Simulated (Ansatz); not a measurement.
Reaction (ligand exchange at a B–C bond): `CB(N)C=[Se]` + CH₃SH → `CSB(C)N` + `C=[Se]`

Gas-phase electronic energies from Ansatz, PBE0-D4/def2-TZVP geometries. CBS: MP2 limit from def2 TZ/QZ plus the TZ coupled-cluster correction, frozen cores. This one scheme is used for every species. DFT in def2-TZVPP. For Se outer-core shells are correlated without core-valence functions, which leaves a few kJ/mol of doubt a bond. Scalar relativity is left out up to krypton. One conformer a species, not always the lowest.

`CB(N)C=[Se]`:

Z-matrix (Å, degrees):
```
C
B 1 1.566
H 1 1.093 2 113.5
H 1 1.094 2 110.7 3 122.0
H 1 1.094 2 110.5 3 -121.7
N 2 1.396 1 121.6 3 1.3
C 2 1.575 1 122.9 3 -178.7
H 6 1.007 2 123.4 1 179.9
H 6 1.006 2 123.0 1 -0.3
Se 7 1.757 2 125.3 1 2.0
H 7 1.093 2 118.6 1 -178.3
```

CH₃SH:

Cartesian coordinates in Å:
```
C -0.376 0.189 0.253
S 0.663 -0.052 -1.204
H -0.845 -0.742 0.568
H -1.158 0.888 -0.045
H 0.185 0.628 1.077
H 1.531 -0.911 -0.648
```

`CSB(C)N`:

Cartesian coordinates in Å:
```
C 1.953 0.706 -0.500
S 0.952 0.884 0.992
B -0.582 -0.016 0.593
C -0.807 -0.729 -0.791
N -1.565 -0.044 1.590
H 2.170 -0.341 -0.710
H 2.891 1.228 -0.315
H 1.464 1.160 -1.362
H -0.737 -0.020 -1.621
H -1.784 -1.215 -0.853
H -0.045 -1.492 -0.974
H -2.442 -0.516 1.461
H -1.466 0.396 2.489
```

`C=[Se]`:

Cartesian coordinates in Å:
```
C -0.070 0.048 -0.122
Se 0.748 -0.516 1.307
H -0.985 -0.417 -0.480
H 0.308 0.885 -0.706
```

```tsv
level	ΔE (kcal/mol)
PBE-D4	-10.1
PBE	-9.8
MP2/def2-QZVPP	-10.6
HF/CBS(def2)	-9.9
```

Problem. What does CCSD(T)/CBS give? (Estimate.)

Solution. The calculation gave: -10.3 kcal/mol. The listed levels differ from it by 0.2, 0.5, -0.3, 0.4 kcal/mol.

Largest T1 diagnostic among the species: 0.015.
